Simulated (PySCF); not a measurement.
C3H10GaNO, singlet, geometry from GFN2-xTB (such geometries of metal compounds can be far from the true shape).

Input for PySCF:
```python
from pyscf import gto, scf, dft

mol = gto.Mole()
mol.atom = '''
    Ga   -0.46327507    0.04042109   -0.48425768
    H    -1.64808400    0.50630354   -1.31896140
    O     0.24175836   -1.33786549   -1.20830185
    C     1.11339243   -2.42743088   -1.42379130
    H     1.04383784   -3.14714951   -0.60448515
    H     0.82621987   -2.92212966   -2.35534558
    H     2.14827355   -2.08688384   -1.50824546
    N     0.00360073    0.94393294    1.05508688
    C     1.10225788    0.61061962    1.93664940
    C    -0.75846324    2.10299042    1.46657406
    H     1.82616372    1.43347787    2.00186009
    H     0.74649060    0.38820389    2.95118430
    H     1.61484928   -0.27366948    1.54610734
    H    -1.20791445    1.95379983    2.45607622
    H    -0.12929394    3.00077958    1.50674049
    H    -1.56140980    2.27253207    0.74127112
'''
mol.basis = 'def2-sv(p)'
mol.verbose = 4
mol.max_memory = 1800
mol.build()

mf = dft.RKS(mol)
mf.xc = 'camb3lyp'
mf = mf.density_fit(auxbasis='def2-universal-jkfit')
mf.kernel()
```

Question: Give the number of basis functions at the level PySCF with DF-CAMB3LYP/def2-SV(P).

Answer: 122

Question: Estimate the total energy that DF-CAMB3LYP/def2-SV(P) returns for this input.

Answer: -2174.7069 Eh

Question: What HOMO energy does DF-CAMB3LYP/def2-SV(P) give?

Answer: -7.40 eV

Question: Predict the dipole moment from DF-CAMB3LYP/def2-SV(P).

Answer: 1.40 D

Question: Roughly what does it cost on one core?

Answer: very roughly 21 core-seconds.
